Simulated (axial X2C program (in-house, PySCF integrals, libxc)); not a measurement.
How the levels of FPdF (d8 s0 orbitals) move with the bond length

Calculated with an in-house all-electron X2C program for linear molecules (integrals from PySCF): two-component X2C with atomic mean-field Coulomb and Gaunt terms, basis F dyall-av3z, Pd dyall-v3z (cores contracted in-house). Orbitals come from Hartree–Fock averaged over the configuration Pd d8 s0; CI then distributes these electrons over the d, s shells of Pd.

At F–Pd–F held linear, both bonds 1.927 Å:

```json
{"Ω": "0", "energy (cm⁻¹)": "0", "g∥": "0.00", "configuration": "100% d8"}
{"Ω": "2", "energy (cm⁻¹)": "90", "g∥": "5.75", "configuration": "100% d8"}
{"Ω": "1", "energy (cm⁻¹)": "432", "g∥": "2.03", "configuration": "100% d8"}
{"Ω": "0", "energy (cm⁻¹)": "2190", "g∥": "0.00", "configuration": "100% d8"}
{"Ω": "3", "energy (cm⁻¹)": "2279", "g∥": "7.96", "configuration": "100% d8"}
{"Ω": "0", "energy (cm⁻¹)": "3880", "g∥": "0.00", "configuration": "100% d8"}
{"Ω": "2", "energy (cm⁻¹)": "4087", "g∥": "4.22", "configuration": "100% d8"}
{"Ω": "1", "energy (cm⁻¹)": "5293", "g∥": "1.30", "configuration": "100% d8"}
{"Ω": "1", "energy (cm⁻¹)": "5554", "g∥": "2.67", "configuration": "100% d8"}
{"Ω": "0", "energy (cm⁻¹)": "6490", "g∥": "0.00", "configuration": "100% d8"}
{"Ω": "4", "energy (cm⁻¹)": "8311", "g∥": "10.00", "configuration": "100% d8"}
{"Ω": "1", "energy (cm⁻¹)": "10180", "g∥": "2.00", "configuration": "100% d8"}
{"Ω": "3", "energy (cm⁻¹)": "10706", "g∥": "6.04", "configuration": "100% d8"}
{"Ω": "2", "energy (cm⁻¹)": "12159", "g∥": "2.30", "configuration": "100% d8"}
```

g∥ is the magnitude of 2⟨Lz + ge Sz⟩ for the +Ω component. The lowest 14 levels at most are listed.

At F–Pd–F held linear, both bonds 2.274 Å:

| Ω | energy (cm⁻¹) | g∥ | configuration |
| --- | --- | --- | --- |
| 2 | 0 | 5.35 | 100% d8 |
| 1 | 267 | 2.06 | 100% d8 |
| 0 | 408 | 0.00 | 100% d8 |
| 3 | 717 | 7.93 | 100% d8 |
| 0 | 2583 | 0.00 | 100% d8 |
| 2 | 3086 | 4.60 | 100% d8 |
| 1 | 3855 | 1.62 | 100% d8 |
| 0 | 4712 | 0.00 | 100% d8 |
| 1 | 4883 | 2.33 | 100% d8 |
| 4 | 4929 | 10.00 | 100% d8 |
| 3 | 7410 | 6.07 | 100% d8 |
| 0 | 8566 | 0.00 | 100% d8 |
| 2 | 8960 | 2.22 | 100% d8 |
| 1 | 12136 | 2.01 | 100% d8 |

The lowest level lies 14636 cm⁻¹ above the lowest at the first distance.

(1) How does the gap from the lowest to the fifth level change between the two distances?

There is no dynamic correlation: spin–orbit spacings and, for f shells, spacings inside one term are the most reliable numbers, splittings between terms come out too wide, and energies between configurations are not reliable, so the lowest level need not be the ground state of the molecule. For d shells the ligand-field splittings (σ, π, δ) and their order can be off by a thousand cm⁻¹ or more. At most 4 roots were kept for each Ω > 0 (twice that for Ω = 0) within 3.2 eV of the lowest, so higher up levels can be missing between those listed; levels with Ω > 0 are doubly degenerate and listed once, Ω = 0 levels singly. Some active spinors are only partly of the character that their shell is named for, so the shell names and counts are nominal. States that fill the shells left empty in the average are placed too high. The molecule was held linear; bending was not examined.

Results:

(1) From 2279 to 2583 cm⁻¹, a factor of 1.13.
